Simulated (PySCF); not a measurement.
Compound: InEt3, C6H15In.
Structure used (PBE0-D3(BJ)/def2-SVP), in Å, numbered top down from 1:
```xyz
22
C6H15In angstrom
In    -0.484   -0.067   -0.248
C      1.697   -0.028   -0.489
C      2.437    0.241    0.819
H      1.932    0.758   -1.226
H      2.024   -0.983   -0.931
H      3.532    0.292    0.675
H      2.136    1.198    1.277
H      2.257   -0.546    1.570
C     -1.502    1.837    0.118
C     -0.626    3.073   -0.048
H     -1.922    1.786    1.138
H     -2.379    1.880   -0.551
H     -1.179    4.009    0.148
H      0.237    3.061    0.637
H     -0.214    3.155   -1.067
C     -1.573   -1.965   -0.321
C     -0.697   -3.205   -0.188
H     -2.119   -1.974   -1.280
H     -2.350   -1.939    0.461
H     -1.275   -4.140   -0.293
H      0.099   -3.234   -0.950
H     -0.195   -3.252    0.792
```

Computed, not measured: PySCF, PBE0-D3(BJ)/def2-SVP geometry optimisation, gas phase, def2 core potentials past Kr.

(1) Which atoms are bound to In1, and at what distances?

(2) List the angles at In1.

(3) What is the shape at In1?

(4) What are the other bond lengths?

(5) Give some angles away from the centre.

(6) What are the rotational constants (commonest isotopes, rigid rotor)?

## Answers

(1) 3 atoms: C16 2.189 Å, C9 2.190 Å, C2 2.195 Å. The nearest atom not counted as bound is H18, at 2.72 Å (others tie with it).

(2) 
| angle | degrees | distance of the outer atoms (Å) |
| --- | --- | --- |
| C9–In1–C16 | 121.9 | 3.83 |
| C2–In1–C16 | 120.4 | 3.80 |
| C2–In1–C9 | 117.7 | 3.75 |

(3) Planar: angles 121.9°, 120.4° and 117.7°, sum 360.0°, 0.02 Å off the plane of its three neighbours.

(4) C2–C3, C9–C10, C16–C17 1.525 Å; C2–H4 and 5 like bonds 1.103 Å; C3–H6 and 8 like bonds 1.103 Å.

(5) In1–C2–C3 113.0°, In1–C9–C10 114.8°.

(6) A = 1932, B = 1139, C = 768.0 MHz: an asymmetric top.

Point group: C1 (no symmetry element, even within 0.4 Å). Charge 0, singlet. No frequency check.

Hardware: an Intel Xeon at 2.50 GHz with one thread, shared host. Cost: 20 min, 0.84 GiB resident at most. These figures are those of the optimisation.

One conformer stands for the species.
